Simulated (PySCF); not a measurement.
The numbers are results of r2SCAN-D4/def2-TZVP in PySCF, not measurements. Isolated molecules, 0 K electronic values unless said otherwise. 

Reference species (SMILES): `F[SiH]F` (neutral, multiplicity 2).

The highest occupied spin orbital is -6.08 eV.

Changed species: `F[Si](F)Br` (radical fragment; the reference has radical fragment).

Q: What does the change do to the highest occupied spin orbital?

A: the highest occupied spin orbital drops by 0.49 eV, to -6.57 eV.
